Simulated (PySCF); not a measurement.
Gas-phase reaction: 4 CH3GeH3 = Ge(CH3)4 + 3 GeH3 + 3 H, at 2500 K and a standard pressure of 1 bar. Level: CCSD(T)/def2-SVP†.

Energies from PySCF, thermal terms from the rigid-rotor harmonic-oscillator model, ideal gas at 1 bar. † marks an energy on the PBE0/def2-TZVP geometry and frequencies. CCSD(T) freezes the core. Open shells (unrestricted): GeH3 (multiplicity 2), H (multiplicity 2); the rest are closed-shell singlets. Ge: all electrons, no relativistic terms. GeH3: computed as isolated molecules; such fragments, hydroxides, amides, oligomers or adducts are transient or little studied in the gas. CCSD(T) isn't extrapolated to the basis-set limit. The harmonic model lacks anharmonicity and excited electronic states, which grow with temperature; levels with a mode under 35 cm⁻¹ are left out. Internal rotation in CH3GeH3, Ge(CH3)4 is treated as a harmonic vibration of one conformer, which makes the entropy rough.

| species | E (Ha) | H(2500 K) − E (kJ/mol) | S°(2500 K) (J/mol/K) |
|---|---|---|---|
| CH3GeH3 | -2116.85974 | 487.0 | 537.8 |
| Ge(CH3)4 | -2234.38338 | 1098.9 | 957.7 |
| GeH3 | -2077.04919 | 216.6 | 363.6 |
| H | -0.49928 | 52.0 | 158.9 |
E: electronic energy; H − E holds the zero-point and thermal terms. 1 Ha = 2625.5 kJ/mol.

Task: Work out ΔH°, ΔS°, ΔG° and log10 K from these numbers.

Result: 1. ΔE = 1×(-2234.38338) + 3×(-2077.04919) + 3×(-0.49928) − 4×(-2116.85974) = 0.41017 Ha = 1076.9 kJ.
2. Δ(H − E) = 1×(1098.9) + 3×(216.6) + 3×(52.0) − 4×(487.0) = -43.3 kJ, so ΔH° = 1033.6 kJ.
3. ΔS° = 1×(957.7) + 3×(363.6) + 3×(158.9) − 4×(537.8) = 374.0 J/K; the number of gas molecules changes by +3.
4. ΔG° = ΔH° − TΔS° = 1033.6 − 2500×(374.0)/1000 = 98.6 kJ.
5. log10 K = −ΔG°/(RT ln 10) = -2.06, with RT ln 10 = 47.86 kJ/mol; at standard pressures the reactants are favoured.
6. A shift of 10 kJ in ΔE would move log10 K by 0.21 here.
7. With ΔH° and ΔS° held fixed, ΔG° changes sign near ΔH°/ΔS° = 2760 K.
8. Lowering the total pressure from 1 bar to 0.01 bar multiplies the mole-fraction quotient K_x = K (p/p°)^(−Δn) by 10^6, which pushes the balance towards the products.
For scale, ΔH°(298 K) is 1017 kJ at this level, 1048 kJ at ωB97M-V/def2-TZVP†, and runs from 801 to 1231 kJ over the 18 levels computed.
